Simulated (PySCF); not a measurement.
Problem. What does the PBE0-D3(BJ)/def2-SVP structure of `C1CCC([C@H]2CC[NH2+]2)C1` look like in three dimensions? (Charge +1.)

Solution. 
```
atom  x, y, z in Å
C1    -2.599   -0.166    1.393
C2    -2.937    0.480    0.056
C3    -1.564    0.823   -0.523
C4    -0.635   -0.326   -0.057
C5     0.679    0.178    0.478
C6     1.862   -0.775    0.715
C7     2.756    0.214   -0.036
N8     1.533    0.938   -0.548
C9    -1.418   -1.076    1.054
H10   -2.298    0.607    2.121
H11   -3.439   -0.716    1.841
H12   -3.446   -0.250   -0.595
H13   -3.596    1.357    0.136
H14   -1.223    1.783   -0.094
H15   -1.578    0.946   -1.616
H16   -0.416   -1.016   -0.891
H17    0.524    0.865    1.325
H18    1.740   -1.732    0.189
H19    2.127   -0.974    1.760
H20    3.329    0.892    0.610
H21    3.399   -0.154   -0.845
H22    1.532    1.963   -0.500
H23    1.283    0.674   -1.508
H24   -0.793   -1.322    1.927
H25   -1.781   -2.034    0.654
```

Any rigid rotation of these coordinates is as good. Atoms count from 1 in this order. The 4-membered ring C5–C6–C7–N8 has internal angles of 88.5° to 90.2° (sum 357°, against 360° for a flat polygon); it is puckered, 0.09 Å rms from its mean plane, widest ring torsion 13°. The 5-membered ring C1–C2–C3–C4–C9 has internal angles of 103.2° to 105.7°; it is puckered, 0.18 Å rms from its mean plane, widest ring torsion 43°. Of the pairs four or more bonds apart, H14···H17 is among the closest relative to their van der Waals radii: 2.43 Å, 101 % of the sum of Bondi's values. The C–C distances run from 1.505 Å (C4–C5, drawn single) to 1.552 Å (C4–C9, drawn single), a spread of 0.047 Å.

Bonds between heavy atoms (Å): C1–C2 1.524, C2–C3 1.529, C3–C4 1.549, C4–C5 1.505, C5–C6 1.537, C6–C7 1.531, C7–N8 1.511, C4–C9 1.552, C1–C9 1.530, C5–N8 1.537.

Method used: PySCF, PBE0-D3(BJ)/def2-SVP geometry optimisation, gas phase.

Point group: C1 (no symmetry element, even within 0.4 Å). Whether it is a minimum is left open (no frequencies). Torsions: C3–C4–C5–C6 -167°, C9–C1–C2–C3 -43°, C1–C2–C3–C4 35°, C2–C3–C4–C5 -135°, C4–C5–C6–C7 131°.

One conformer stands for the species.
